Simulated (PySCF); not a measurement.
Au(Cl)(CO) (CAuClO), SMILES [O+]#[C-]->[Au][Cl], multiplicity 1. Geometry optimised at PBE0-D3(BJ)/def2-SVP. The multiplicity is an assumed one; other spin states were not compared. The isomer is the one that the SMILES or the coordinates give; other isomers of the formula were not compared. The def2 effective core potentials stand for the cores of Au; spin–orbit coupling is left out.

All values below come from PySCF with PBE0-D3(BJ)/def2-SVP.

Harmonic wavenumbers (cm⁻¹): 82, 82, 381, 429, 429, 459, 2260. Rotational constants (GHz): 1.366 (linear); symmetry number 1.

**Question.** Work out the zero-point energy and the ideal-gas rigid-rotor harmonic-oscillator thermochemistry at 298.15 K and 1 atm.

**Answer.** ZPE = ½ Σ hcν = ½ × 4122 cm⁻¹ = 5.89 kcal/mol. H − E(el) = 9.65 kcal/mol. Entropy in cal/(mol K): translation 42.57, rotation 18.72, vibration 11.20, total 72.49. G − E(el) = -11.96 kcal/mol. Cp = 16.55 cal/(mol K). Modes under 150 cm⁻¹ make the vibrational entropy uncertain.
